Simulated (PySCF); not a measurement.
**Dipole moment and polarisability of `CC(=[Se])C[C@H](C)F`**

C₅H₉FSe.
Cartesian coordinates in Å at the PBE0-D3(BJ)/def2-SVP level; atoms count from 1:
```xyz
16
C5H9FSe angstrom
C      2.3248    0.2658    0.6301
C      1.3887   -0.4141   -0.3064
Se     1.8118   -1.8839   -1.1927
C      0.0167    0.1889   -0.4174
C     -0.9566   -0.3853    0.6111
C     -2.3497    0.1836    0.4930
F     -0.4768   -0.1162    1.8836
H      1.8330    0.3666    1.6127
H      2.5208    1.2941    0.2771
H      3.2754   -0.2704    0.7322
H      0.0619    1.2819   -0.2693
H     -0.3979   -0.0136   -1.4150
H     -0.9728   -1.4837    0.4985
H     -2.9953   -0.2387    1.2760
H     -2.7867   -0.0592   -0.4863
H     -2.3328    1.2777    0.6093
```

Level: B3LYP/def2-SVPD (PySCF), static field, nuclei fixed, core orbitals frozen in the response. The polarisability tensor in these axes (au):

```
x   101.41  -9.86  -4.61
y    -9.86  95.99  16.89
z    -4.61  16.89  86.47
```

Question: Give the principal values, the mean and the anisotropy Δα = √{½[(α1 − α2)² + (α2 − α3)² + (α1 − α3)²]}.

Answer: Principal values 73.47, 94.00 and 116.40 au; mean 94.62 au = 14.02 Å³ = 15.60 × 10⁻⁴⁰ C²·m²/J; Δα = 37.19 au (39 % of the mean).

Question: What is the dipole moment, and where does it point?

Answer: (-1.57, 2.02, -0.06) D, 2.56 D in size, pointing from the negative to the positive side. Measured along this direction, the outermost atoms are Se3 at the negative end and H16 at the positive end.

Question: Find the Langevin capture rate constant for NO+ (29.998 u) meeting this molecule (167.985 u), k = 2.342 × 10⁻⁹ cm³/s × √(α in Å³ / reduced mass in u).

Answer: The reduced mass is 25.45 u, so k = 1.74 × 10⁻⁹ cm³/s. The formula leaves out the permanent dipole, which adds to the capture rate.

Question: What depolarisation ratio follows for Rayleigh scattering of linearly polarised light, taking the static tensor?

Answer: ρ = 3Δα²/(45ᾱ² + 4Δα²) = 4148.5/(402913 + 5531.4) = 0.0102.

Question: Traceless (Buckingham) quadrupole moment about the centre of nuclear charge: eigenvalues?

Answer: -9.00, 2.42, 6.58 D·Å. The values depend on the origin, since the dipole doesn't vanish. The electronic extent ⟨r²⟩ about the same centre is 1459 bohr², a root-mean-square distance of 2.23 Å for the 82 electrons.

Question: Directions of the eigenvectors, and the extent of the frame along each?

Answer: Largest value along (-0.58, 0.67, 0.47), where the nuclei span 5.36 Å; middle along (0.81, 0.41, 0.42), 5.33 Å; least along (-0.09, -0.62, 0.78), 2.63 Å. 

Geometry: PBE0-D3(BJ)/def2-SVP, one conformer, isolated molecule. The calculation is non-relativistic, for selenium too.

The run behind these numbers computed excited states as well. Hardware: one thread of an Intel Xeon Platinum 8259CL at 2.50 GHz, no GPU, on a shared host. Cost: 61 s, 1.0 GiB resident at most.
